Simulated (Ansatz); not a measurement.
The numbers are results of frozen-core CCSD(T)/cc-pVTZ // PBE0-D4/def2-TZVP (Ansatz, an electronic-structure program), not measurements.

Ansatz 0.2 input:
```yaml
crystal:
  periodic: [false, false, false]
  atoms:
    - { symbol: C, position_ang: [0.297127, -1.048173, -0.280548] }
    - { symbol: C, position_ang: [-1.027256, -0.43209, -0.017762] }
    - { symbol: C, position_ang: [-0.636493, 1.036126, 0.150629] }
    - { symbol: O, position_ang: [0.682266, 1.02203, 0.66246] }
    - { symbol: C, position_ang: [1.358253, -0.068565, 0.062435] }
    - { symbol: H, position_ang: [0.473442, -2.053705, -0.633926] }
    - { symbol: H, position_ang: [-1.482207, -0.824567, 0.903901] }
    - { symbol: H, position_ang: [-1.752682, -0.587838, -0.822272] }
    - { symbol: H, position_ang: [-1.262166, 1.586797, 0.854205] }
    - { symbol: H, position_ang: [-0.664212, 1.55007, -0.821747] }
    - { symbol: H, position_ang: [1.913275, 0.265873, -0.833663] }
    - { symbol: H, position_ang: [2.100653, -0.445961, 0.776287] }
basis:
  gaussian: { orbitals: cc-pVTZ }
correlation:
  method: ccsd_t
magnetization:
  spin_polarized: true
  initial_magnetization: 1
```

Output:

```
Functional definition: HF
1421 factors; integrals over basis functions are off by at most 9.9e-4 eV
mean field evaluation 1: about -6266.8422 eV, gradient 2.4e1 eV
mean field evaluation 2: about -6266.8446 eV, gradient 2.4e1 eV
mean field evaluation 4: about -6270.2581 eV, gradient 3.8e0 eV
mean field evaluation 8: about -6270.3641 eV, gradient 2.2e-1 eV
mean field evaluation 16: about -6270.3532 eV, gradient 9.8e-1 eV
mean field -6270.36488527 eV, -230.4316593278 hartree, gradient 2.8e-6 eV, S^2 0.764902; 0 other end points of the search recorded, 0 dependent functions left out
5 core orbitals not correlated
reference -6270.36488527 eV, -230.4316593278 hartree; 15, 14 occupied and 228, 229 virtual orbitals, 1421 factors
second order -23.95859447 eV of doubles, -0.00000000 eV of singles
cycle   1  -24.39310686 eV  change   -4.3e-1 eV  update   9.8e-2
cycle   2  -24.96437329 eV  change   -5.7e-1 eV  update   2.9e-2
cycle   3  -25.08972028 eV  change   -1.3e-1 eV  update   1.5e-2
cycle   4  -25.08598114 eV  change    3.7e-3 eV  update   4.5e-3
cycle   5  -25.08495236 eV  change    1.0e-3 eV  update   2.2e-3
cycle   6  -25.08559214 eV  change   -6.4e-4 eV  update   7.9e-4
cycle   7  -25.08533982 eV  change    2.5e-4 eV  update   3.2e-4
cycle   8  -25.08532133 eV  change    1.8e-5 eV  update   1.3e-4
cycle   9  -25.08535266 eV  change   -3.1e-5 eV  update   6.4e-5
cycle  10  -25.08532045 eV  change    3.2e-5 eV  update   2.9e-5
perturbative correction -1.01346020 eV, -0.0372439754 hartree
Total energy: -6296.46366592 eV, -231.3907718263 hartree
```

Cost: roughly 19 core-minutes.
